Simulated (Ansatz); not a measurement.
Coupled-cluster diagnostics for Sn3H2, Ansatz.

Geometry of the singlet (PBE-D4/def2-SVP):

```
atom    x (Å)    y (Å)    z (Å)
 Sn1  -1.8196   0.4021  -0.3493
 Sn2  -0.2885  -1.2652   1.3822
 Sn3   1.1744   0.4848  -0.5714
  H4  -0.5739   1.3247  -1.4059
  H5   1.5076  -0.9464   0.9443
```

In the def2 sets Sn takes a core potential; there is no spin–orbit coupling. Correlated methods freeze 12 core orbitals; core or outer-core shells of Sn are correlated, in sets that lack core-valence functions. The structure comes from a short search, and lower isomers may exist.

Q: Estimate the CCSD(T) correlation energy, the shares of MP2 and (T), T1 and the reference's ⟨S²⟩ for: charge 0, singlet, own geometry in def2-TZVPP; and the rough time on 4 threads of Arm Neoverse N1 on a shared host.

A: 
| state | basis | correlation (eV) | MP2 share (%) | (T) share (%) | T1 | ⟨S²⟩ (pure) | wall time | remarks |
| --- | --- | --- | --- | --- | --- | --- | --- | --- |
| charge 0, singlet, own geometry | def2-TZVPP | -26.800 | 99.4 | 4.1 | 0.018 | 0.00 (0.00) | 2.4 min | restricted SCF unstable |
Customary marks for T1 are 0.02 (closed shells), 0.045 (open shells) and about 0.05 (3d metals). T1 stays under 0.02 throughout.
